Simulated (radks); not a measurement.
Question: Radial electron density D(r) = 4 pi r^2 rho(r) of an atom or ion with 50 electrons. Method: scalar-relativistic Kohn-Sham, r2SCAN, spin-polarised, spherical densities, finite nucleus; meta-GGA in the generalised Kohn-Sham scheme; Fermi nuclear charge, rms radius of each element as measured or else 0.836 A^(1/3) + 0.57 fm; computed with a radial shooting solver on a logarithmic mesh with Libxc functionals.

```
   r/bohr * D(r) (the largest magnitude, 89.3, reaches the edge; | marks zero)
 0.004309 |            *
 0.005701 |                  *
 0.007543 |                         *
 0.009981 |                                 *
   0.0131 |                                       *
  0.01733 |                                          *
  0.02293 |                                         *
  0.03035 |                                      *
  0.04015 |                                     *
  0.05312 |                                            *
  0.07029 |                                                     *
    0.093 |                                                      *
   0.1231 |                                            *
   0.1615 |                                       *
   0.2137 |                                             *
   0.2828 |                                          *
   0.3741 |                       *
    0.495 |               *
    0.655 |                 *
   0.8667 |             *
    1.147 |      *
    1.517 |  *
    1.991 | *
    2.635 |*
    3.486 *
    4.613 *
```

What is the nuclear charge?

Answer: Z = 54. The innermost maximum, from 1s, lies near gamma/Z bohr with gamma = sqrt(1 - (Z/c)^2) = 0.919, here 0.017 bohr (found: 0.0186), and its height grows with Z. The density is that of the xenon ion Xe4+ in [Kr] 4d10 5s2 5p2; the configuration itself is not fixed sharply by these data, and Z only to a few units. D(r) has 4 maxima, at r = 0.0186, 0.0825, 0.237, 0.676 bohr, and minima at 0.0362, 0.155, 0.491 bohr, inside which lie 1.98, 11.16, 28.90 electrons.
